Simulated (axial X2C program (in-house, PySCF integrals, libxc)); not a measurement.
## Outer orbitals of TaCl⁻ at 2.411 Å, BP86

Calculated with an in-house all-electron X2C program for linear molecules (integrals from PySCF). Spin-free means the one-electron spin-free X2C Hamiltonian; two-component (2c) means X2C with spin–orbit coupling and atomic mean-field two-electron Coulomb and Gaunt terms, so the difference of the two also holds small scalar two-electron terms. Basis: Ta dyall-acv3z [14s15p10d7f4g], Cl dyall-av3z [9s8p3d2f] (cores contracted in-house); Gaussian nuclei, density fitting, unrestricted open shells. Masses: Ta 180.948 u, Cl 34.969 u.

The distance is close to the 2c PBE0 minimum; the highest filled and lowest empty levels are listed.

Spin-free orbitals, state M_S = 3/2, Λ = 1 (beyond evenly filled blocks: π+α, δ+α, δ-α) (Löwdin shares):

```tsv
symmetry	occupied	ε (eV)	atomic character
π+α	yes	-19.23	100% Ta f
π-α	yes	-19.23	100% Ta f
δ-α	yes	-19.14	100% Ta f
δ+α	yes	-19.14	100% Ta f
σβ	yes	-19.09	100% Ta f
π-β	yes	-19.04	100% Ta f
π+β	yes	-19.04	100% Ta f
φ-α	yes	-18.97	100% Ta f
φ+α	yes	-18.97	100% Ta f
δ-β	yes	-18.90	100% Ta f
δ+β	yes	-18.90	100% Ta f
φ-β	yes	-18.70	100% Ta f
φ+β	yes	-18.70	100% Ta f
σβ	yes	-15.31	77% Cl s, 7% Ta d, 6% Ta p
σα	yes	-15.30	77% Cl s, 7% Ta d, 6% Ta p
σα	yes	-4.55	79% Cl p, 9% Ta d, 7% Ta s
σβ	yes	-4.45	81% Cl p, 8% Ta d, 5% Ta s
π+α	yes	-3.48	81% Cl p, 10% Ta d, 4% Ta f
π-α	yes	-3.48	81% Cl p, 10% Ta d, 4% Ta f
π-β	yes	-3.41	83% Cl p, 8% Ta d, 4% Ta f
π+β	yes	-3.41	83% Cl p, 8% Ta d, 4% Ta f
σα	yes	-0.58	64% Ta s, 18% Ta d, 8% Cl p
σβ	yes	0.50	71% Ta s, 15% Ta p, 6% Cl p
δ-α	yes	1.03	99% Ta d
δ+α	yes	1.03	99% Ta d
π+α	yes	1.13	82% Ta d, 7% Ta p, 5% Cl p
π-α	no	1.13	82% Ta d, 7% Ta p, 5% Cl p
σα	no	1.67	43% Ta p, 41% Ta d, 10% Ta s
σβ	no	1.80	90% Ta p, 6% Ta d
π-α	no	1.82	97% Ta p
π+α	no	1.82	97% Ta p
```

The highest filled level is positive, so this functional does not bind it, and the empty levels of an anion are set by the basis. A filled and an empty partner (Λ and −Λ, same spin) share one energy because the functional has no current term.

The lowest two-component determinant found has another configuration (Ω = 1/2 (⟨Sz⟩ = -1.43, ⟨Lz⟩ = 1.93 at BP86)), so the levels differ by more than spin–orbit coupling. Its spinors:

```csv
ω,occupied,ε (eV),atomic character,λ mixture
-7/2,yes,-18.46,100% Ta f,100% φ
-5/2,yes,-18.37,100% Ta f,"84% δ, 16% φ"
7/2,yes,-18.28,100% Ta f,100% φ
-3/2,yes,-18.27,100% Ta f,"66% π, 34% δ"
1/2,yes,-18.25,100% Ta f,"61% σ, 39% π"
-1/2,yes,-18.25,100% Ta f,"52% σ, 48% π"
3/2,yes,-18.21,100% Ta f,"76% π, 24% δ"
5/2,yes,-18.15,100% Ta f,"90% δ, 10% φ"
-1/2,yes,-15.00,"77% Cl s, 7% Ta d, 6% Ta p",100% σ
1/2,yes,-14.96,"77% Cl s, 7% Ta d, 6% Ta p",100% σ
-1/2,yes,-4.26,"79% Cl p, 8% Ta d, 8% Ta s",100% σ
1/2,yes,-4.08,"82% Cl p, 8% Ta d, 5% Ta s",100% σ
1/2,yes,-3.29,"80% Cl p, 11% Ta d, 4% Ta f",100% π
-3/2,yes,-3.20,"80% Cl p, 11% Ta d, 4% Ta f",100% π
-1/2,yes,-3.15,"82% Cl p, 8% Ta d, 4% Ta f",100% π
3/2,yes,-3.07,"82% Cl p, 8% Ta d, 4% Ta f",100% π
-1/2,yes,-0.53,"65% Ta s, 15% Ta d, 8% Cl p",100% σ
1/2,yes,0.33,"67% Ta s, 15% Ta d, 7% Cl p","99% σ, 1% π"
3/2,yes,0.79,99% Ta d,"99% δ, 1% π"
1/2,yes,0.96,"78% Ta d, 10% Ta p, 5% Cl p","97% π, 3% σ"
-3/2,yes,1.15,"80% Ta d, 9% Ta p, 5% Cl p","96% π, 4% δ"
-5/2,no,1.22,99% Ta d,100% δ
-1/2,no,1.68,"48% Ta p, 38% Ta d, 8% Ta s","94% σ, 6% π"
1/2,no,1.77,97% Ta p,100% π
-3/2,no,1.78,"96% Ta p, 3% Ta d","99% π, 1% δ"
```

The highest filled level is positive, so this functional does not bind it, and the empty levels of an anion are set by the basis.

(1) How does the gap between the highest filled and lowest empty level change from the spin-free to the 2c table?

Mulliken charges and populations of the two-component result (they depend on the basis, above all on diffuse functions):

Ta -0.57 e (s 11.85 p 24.32 d 23.37 f 14.03 g 0.01), Cl -0.43 e (s 5.93 p 11.45 d 0.04). ⟨Lz⟩ = 1.93 ħ and ⟨Sz⟩ = -1.43 ħ (-1.43 and -0.01 on the two atoms), which add up to Ω.

The state is one determinant whose occupation by symmetry is held fixed; it was picked as the lowest of a PBE0 search that is not exhaustive. Density functionals use the spin component along the axis (collinear). Other states lie close and PBE0, whose exact exchange favours high spin, may order them wrongly; the determinant shown need not be the ground state. The nearest other spin-free determinant of the search, M_S = 3/2, Λ = 2, lies 0.04 eV up at the distance of the search. The functionals have no current-density term, which raises determinants with orbital currents, atoms included. With several unpaired electrons one determinant need not be a pure state. The highest occupied level of some functionals is positive through self-interaction error; at Hartree–Fock it is bound. The determinant is spin-polarised beyond a pure state at some levels (its spin-free form has ⟨S²⟩ too high), which makes Re and μ there less reliable.

## Answers

(1) From 0.00 to 0.07 eV at BP86, a change of 0.07 eV.
